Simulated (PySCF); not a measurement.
Computed shifts of a molecule C4F6, KT2/pcSseg-1 (PySCF), GIAO, gas phase, equivalent atoms averaged, in ppm (number of nuclei): ¹⁹F: -166.3 (2), -169.3 (4). ¹³C: 140.4 (2), 121.1 (2). References: ¹⁹F against CFCl3 (σ = 127.1 ppm); ¹³C against TMS (σ = 185.1 ppm), references at their B3LYP-D3(BJ)/def2-TZVP geometries, non-relativistic. Geometry: PBE0-D3(BJ)/def2-SVP. One conformer was computed; it need not be the lowest.

### Question
Which structure fits?
A. FC1=C(F)C(F)(F)C1(F)F
B. FC(F)=C(F)C(F)=C(F)F
C. FC(F)(F)C#CC(F)(F)F

### Answer
A, FC1=C(F)C(F)(F)C1(F)F
